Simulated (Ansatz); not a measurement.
C2H10N2Si can be A, `NCC[SiH2]N`, or B, `C[Si](C)(N)N`.

Isolated molecules relaxed with PBE0-D4/def2-TZVP in Ansatz; ΔE leaves out vibrations. CBS: MP2 limit from def2 TZ/QZ plus the TZ coupled-cluster correction, frozen cores. Functionals use def2-TZVPP. B3LYP here is the variant with VWN-RPA as its local correlation; programs differ in this. Each species was taken in one conformer, which may not be the lowest.

(1) Which is lower in electronic energy at CCSD(T)/CBS, and by how much? (Estimate.)

(2) Give E(B) − E(A) in kcal/mol with CCSD(T)/def2-TZVPP, CCSD/def2-TZVPP, HF/def2-TZVPP, B2PLYP, PBE0-D4, r2SCAN-D4, B3LYP. (An estimate is asked.)

Largest T1 diagnostic: 0.009.

Answers

(1) Computed: B, by 47.3 kcal/mol.

(2) Ansatz gave: CCSD(T)/def2-TZVPP -46.4, CCSD/def2-TZVPP -46.4, HF/def2-TZVPP -45.4, B2PLYP -46.9, PBE0-D4 -46.1, r2SCAN-D4 -48.4, B3LYP -45.8. None reverses the order clearly.

In def2-TZVPP, CCSD(T) changes the Hartree–Fock value by −1.0 kcal/mol (the triples alone add −0.0 kcal/mol) and MP2 by −2.8 kcal/mol. The D4 term adds −1.1 kcal/mol with B3LYP and −0.6 kcal/mol with PBE0; it sums over pairs of atoms, weighted by their polarisabilities, and B3LYP, whose exchange is more repulsive, gets the larger term.
